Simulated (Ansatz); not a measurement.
Calculated with Ansatz (gas phase, PBE0-D4/def2-TZVP geometries, no zero-point term in ΔE). CCSD(T)/CBS adds triple-zeta CCSD(T) − MP2 to the extrapolated MP2 energy (def2 sets, frozen cores). This one scheme is used for every species. Functionals use def2-TZVPP. B3LYP here is the variant with VWN-RPA as its local correlation; programs differ in this. One conformer a species, not always the lowest.

Consider the ligand exchange at the Al–N bond: `C[O][Al]([O][SiH3])[N](C)C` + H–F → `C[O][Al]([F])[O][SiH3]` + `CNC`.

```
             level  ΔE (kJ/mol)  difference from CCSD(T)/CBS
            PBE-D4        -87.1                          5.1
         r2SCAN-D4        -95.7                         -3.5
           PBE0-D4        -88.2                          4.0
          B3LYP-D4        -92.5                         -0.3
           ωB97X-V        -95.7                         -3.5
           ωB97M-V        -94.1                         -1.9
            B2PLYP       -101.6                         -9.4
               PBE        -96.6                         -4.4
            r2SCAN        -99.1                         -6.9
              PBE0        -97.0                         -4.8
             B3LYP       -107.1                        -14.9
     HF/def2-TZVPP       -117.0                        -24.8
    MP2/def2-TZVPP        -89.7                          2.5
SCS-MP2/def2-TZVPP        -95.3                         -3.1
   CCSD/def2-TZVPP        -95.4                         -3.2
CCSD(T)/def2-TZVPP        -91.3                          0.9
     HF/def2-QZVPP       -119.1                        -26.9
    MP2/def2-QZVPP        -91.0                          1.2
SCS-MP2/def2-QZVPP        -96.6                         -4.4
      HF/CBS(def2)       -119.3                        -27.1
     MP2/CBS(def2)        -90.7                          1.5
    CCSD/CBS(def2)        -96.4                         -4.2
       CCSD(T)/CBS        -92.2                            0
```

Largest T1 diagnostic among the species: 0.012.

In def2-TZVPP, CCSD(T) changes the Hartree–Fock value by +25.7 kJ/mol (the triples alone add +4.2 kJ/mol) and MP2 by +27.3 kJ/mol. The D4 term adds +14.6 kJ/mol with B3LYP and +8.7 kJ/mol with PBE0; it sums over pairs of atoms, weighted by their polarisabilities, and B3LYP, whose exchange is more repulsive, gets the larger term.
